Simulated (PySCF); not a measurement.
Be(Me)(SH) (CH4BeS), SMILES [SH][Be][CH3]. Atoms are numbered in the order given.

```xyz
7

Be    -0.1482     0.3404    -0.3964
C     -0.6502     1.3324    -1.6498
H     -1.6793     1.6822    -1.5198
H     -0.6026     0.8290    -2.6211
H     -0.0216     2.2264    -1.7306
S      0.4493    -0.7713     1.0431
H     -0.3922    -1.7530     0.6667
```
Charge 0, spin multiplicity 1.

Geometry: r2SCAN-D4/def2-TZVP. The geometry has at least one imaginary mode, so it is a saddle point at that level. The values are those of a single conformer.

Calculation: B3LYP/pcJ-1 (PySCF).

Isotropic couplings with Fermi-contact, spin-dipole and both spin-orbit terms, one fixed conformer, no vibrational averaging. Isotopes: 13C, 1H.

Estimate the spin–spin coupling constants. (Estimate from the structure and the level; the computed values follow.)


```
pair   bonds apart  J (Hz)
-----  -----------  ------
C2–H3            1   123.3
C2–H4            1   122.6
C2–H5            1   121.5
H3–H4            2   -15.8
H3–H5            2   -16.3
H4–H5            2   -16.6
C2–H7            3    -0.5
H4–H7            4     0.4
H5–H7            4     0.8
```
